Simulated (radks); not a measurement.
Question: Species: Zr2+. Configuration: [Kr] 4d2 (the NIST ground configuration). Calculated with a radial shooting solver on a logarithmic mesh with Libxc functionals: Dirac Kohn-Sham, PBE, spin-unpolarised, spherical densities, finite nucleus; open shells fill j = l - 1/2 first; Fermi nuclear charge, rms radius 4.2694 fm. Some entries of the table are withheld. Estimate them.

orbital  occ.  eigenvalue (eV)  <r> (bohr)  <r^2> (bohr^2)
1s1/2       2        -17831.40     0.03707        0.001853
2s1/2       2              (1)      0.1623         0.03111
2p1/2       2        -2273.910      0.1387             (2)
2p3/2       4        -2188.050      0.1430             (3)
3s1/2       2        -419.0192      0.4582          0.2409
3p1/2       2        -341.2759      0.4549          0.2414
3p3/2       4        -327.6068      0.4654          0.2524
3d3/2       4        -190.5618      0.4504          0.2455
3d5/2       6        -188.0648      0.4540          0.2493
4s1/2       2         -68.8987       1.213             (4)
4p1/2       2         -48.0623       1.344           2.069
4p3/2       4         -46.2837       1.374           2.162
4d3/2       2              (5)       2.002           4.778
4d5/2       0              (6)       2.017           4.851

Answer: 
(1) 2s1/2 eigenvalue (eV): -2482.727
(2) 2p1/2 <r^2> (bohr^2): 0.02360
(3) 2p3/2 <r^2> (bohr^2): 0.02498
(4) 4s1/2 <r^2> (bohr^2): 1.667
(5) 4d3/2 eigenvalue (eV): -17.3536
(6) 4d5/2 eigenvalue (eV): -17.1986
